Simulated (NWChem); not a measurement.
C3H4BNO; SMILES OB1C=CC=N1

```xyz
10

O      0.1187    -2.0879     0.0000
B      0.0527    -0.7419     0.0000
C      1.2636     0.2844     0.0000
C      0.6469     1.4782     0.0000
C     -0.8517     1.2445     0.0000
N     -1.2367     0.0203     0.0000
H     -0.7786    -2.4621     0.0000
H      2.3385     0.1412     0.0000
H      1.0927     2.4703     0.0000
H     -1.5617     2.0786     0.0000
```
Atoms are numbered in this order, from 1.

Computed with NWChem. Medium grid unless said otherwise, to which SCAN and Minnesota functionals are sensitive. Structure relaxed at the B3LYP/6-31G* (spherical d) level. Total energies of different functionals are on different scales.

| level | energy (Ha) | highest occupied level (eV) | orbital gap (eV) | dipole (D) |
|---|---|---|---|---|
| PBE/def2-SVP | -271.0478 | -5.76 | 2.41 | 0.61 |
| B3LYP/def2-SVP | -271.3832 | -7.04 | 4.46 | 0.82 |
| M06-2X/def2-SVP | -271.2670 | -8.66 | 7.18 | 0.93 |
| Hartree-Fock/def2-SVP | -269.7630 | … | … | … |
| TPSSh/def2-SVP | -271.3954 | -6.49 | 3.63 | 0.77 |
| CAM-B3LYP/def2-SVP | -271.2469 | -8.73 | 7.53 | 0.91 |

Problem. Complete the blanks.

Solution. 
- Hartree-Fock/def2-SVP, highest occupied level (eV): -9.81
- Hartree-Fock/def2-SVP, orbital gap (eV): 11.17
- Hartree-Fock/def2-SVP, dipole (D): 1.51
